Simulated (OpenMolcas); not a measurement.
# CH5GaO (SMILES C[O][GaH2]): methods side by side

CH5GaO has 8 atoms, charge 0, and is taken as a singlet. SMILES: `C[O][GaH2]`. The coordinates come from a PBE0-D4/def2-TZVP relaxation.

```xyz
8

C    -0.6168    0.9726   -0.4229
O    -0.7053   -0.2735    0.2135
Ga    0.7032   -1.3020    0.5793
H    -1.2002    0.9620   -1.3506
H     0.4142    1.2562   -0.6766
H    -1.0306    1.7542    0.2243
H     2.0939   -0.7328    0.1429
H     0.3417   -2.6367    1.2901
```

Quantity: the vertical ionisation energy (to the doublet cation), in eV. The values are calculated.

| level | kind | program | value (eV) | CPU time (all runs) |
| --- | --- | --- | --- | --- |
| HF/cc-pVDZ | Hartree–Fock | OpenMolcas | 8.80 | 23 s |
| SVWN5/cc-pVDZ | LDA | OpenMolcas | 9.94 | 1.7 min |
| PBE/cc-pVDZ | GGA | OpenMolcas | 9.97 | 1.8 min |
| revPBE/cc-pVDZ | GGA | OpenMolcas | 9.75 | 1.9 min |
| M06-L/cc-pVDZ | meta-GGA | OpenMolcas | 9.85 | 3 min |
| TPSS/cc-pVDZ | meta-GGA | OpenMolcas | 9.95 | 3 min |
| B3LYP/cc-pVDZ | global hybrid | OpenMolcas | 10.05 | 2.3 min |
| BHLYP/cc-pVDZ | global hybrid | OpenMolcas | 9.90 | 2.1 min |

All-electron rows without a relativistic Hamiltonian named are non-relativistic. The values span 8.80 to 10.05 eV. CPU times are rough (shared hosts, several kinds of processor): they show what a rung costs within a factor of a few.
